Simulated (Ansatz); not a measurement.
Basis sets compared for the cluster V₂S₄. The state is a singlet with charge 0. Geometry PBE0-D4/def2-SVP. Ansatz on 4 threads of AMD EPYC 9R45 on a shared host; times are rough, and most runs start from earlier orbitals.

```xyz
6

V    -0.211   -0.883    0.255
V     0.710    0.392   -0.481
S     1.703   -0.268    1.665
S    -0.586   -0.831   -2.171
S    -1.642    0.590   -1.031
S     0.025    1.000    1.762
```

The restricted singlet is unstable towards broken spin symmetry in Hartree–Fock (as tested in another run); at PBE-D4/def2-SVP, PBE-D4/def2-TZVP, PBE0-D4/def2-SVP, PBE0-D4/def2-TZVP this wasn't settled. No other spin state of charge 0 was run. Another isomer (singlet) lies 0.11 eV lower at PBE0-D4/def2-TZVP; other spin states weren't run for this one.

Binding counts from free atoms (V quartet, S triplet) in the same basis, without a counterpoise term.

```csv
level,functions,energy (Eh),HOMO (eV),LUMO (eV),binding per atom (eV),wall time
PBE-D4/def2-SVP,134,-3479.0865,-4.53,-3.90,–,0.9 s
PBE0-D4/def2-SVP,134,-3479.1583,-6.07,-2.99,3.17,1.4 s
```

(1) Estimate the rows for PBE-D4/def2-TZVP (with forces), PBE0-D4/def2-TZVP.

## Answers

(1) 
| level | functions | energy (Eh) | HOMO (eV) | LUMO (eV) | binding per atom (eV) | wall time |
| --- | --- | --- | --- | --- | --- | --- |
| PBE-D4/def2-TZVP (with forces) | 238 | -3479.9015 | -4.79 | -4.17 | – | 1.9 s |
| PBE0-D4/def2-TZVP | 238 | -3479.9642 | -6.18 | -3.22 | – | 4.1 s |
